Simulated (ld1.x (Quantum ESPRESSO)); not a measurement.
**osmium TM semilocal: all-electron and pseudo phase curves**

```json
{"Element": "Os", "Generator": "ld1.x (Quantum ESPRESSO) 7.5", "Type": "norm-conserving Troullier–Martins (semilocal form)", "Functional": "PBEsol", "Relativity": "scalar-relativistic", "Frozen core": "[Kr] 4d10 4f14", "Valence charge": "16", "Reference configuration": "5s2 5p6 5d6 6s1.5 6p0 (charge +0.5)", "Partial waves": "5s (bound): rc 1.55 bohr; 5p (bound): rc 1.55 bohr; 5d (bound): rc 1.65 bohr", "Local potential": "the d channel", "Core correction": "none"}
```

Occupied shells without a wave of their own: 6s. They enter only through the test configuration that unscreens the potential.

The phase is arctan(r·u′/u) with u = r·R(r), unwrapped; energies in Ry, scanned from -9 to 5 Ry. A pole is an energy at which the radial function vanishes at the test radius. The pseudo phase is shifted by a multiple of π to meet the all-electron one at the reference energy, and phase errors are pseudo minus all-electron; the curves can meet again beyond the range given. Levels narrower than the energy grid can be missing from the lists of poles.

| channel | radius (bohr) | reference energy (Ry) | poles, all-electron | poles, pseudo | unbroken range about the reference energy with phases within 0.05 rad | phase error 1 Ry above the reference energy (rad) |
| --- | --- | --- | --- | --- | --- | --- |
| s | 1.80 | -7.02 | -6.55 | -6.56, 4.78 | below -2.6 | -0.005 |
| p | 1.80 | -4.03 | -3.01 | -3.03 | below 1.4 | -0.002 |
| d | 1.80 | -0.74 | 1.87 | 1.84 | the whole range | -0.001 |

The potential misses its own reference levels by up to 2.1 eV, so it is not fit for use.

Phases in the d channel:

```
E (Ry)  all-electron  pseudo
 -9.00         1.369   1.369
 -8.76         1.366   1.366
 -8.52         1.362   1.362
 -8.28         1.359   1.358
 -8.04         1.355   1.354
 -7.80         1.350   1.350
 -7.56         1.346   1.345
 -7.32         1.341   1.341
 -7.08         1.336   1.336
 -6.84         1.331   1.330
 -6.60         1.325   1.324
 -6.36         1.318   1.318
 -6.12         1.311   1.311
 -5.88         1.304   1.304
 -5.64         1.296   1.295
 -5.40         1.287   1.286
 -5.16         1.277   1.276
 -4.92         1.266   1.266
 -4.68         1.254   1.253
 -4.44         1.240   1.240
 -4.20         1.224   1.224
 -3.96         1.206   1.206
 -3.72         1.186   1.185
 -3.48         1.161   1.160
 -3.24         1.132   1.131
 -3.00         1.096   1.095
 -2.76         1.051   1.050
 -2.52         0.994   0.993
 -2.28         0.919   0.917
 -2.04         0.816   0.815
 -1.80         0.671   0.670
 -1.56         0.461   0.460
 -1.32         0.165   0.164
 -1.08        -0.203  -0.204
 -0.84        -0.563  -0.563
 -0.60        -0.843  -0.843
 -0.36        -1.040  -1.040
 -0.12        -1.177  -1.177
  0.12        -1.275  -1.275
  0.36        -1.347  -1.348
  0.60        -1.403  -1.404
  0.84        -1.448  -1.449
  1.08        -1.484  -1.486
  1.32        -1.515  -1.517
  1.56        -1.541  -1.544
  1.80        -1.565  -1.567
  2.04        -1.585  -1.588
  2.28        -1.604  -1.607
  2.52        -1.621  -1.625
  2.76        -1.638  -1.641
  3.00        -1.653  -1.657
  3.24        -1.668  -1.673
  3.48        -1.683  -1.688
  3.72        -1.697  -1.704
  3.96        -1.712  -1.719
  4.20        -1.726  -1.735
  4.44        -1.742  -1.752
  4.68        -1.757  -1.769
  4.92        -1.774  -1.787
```
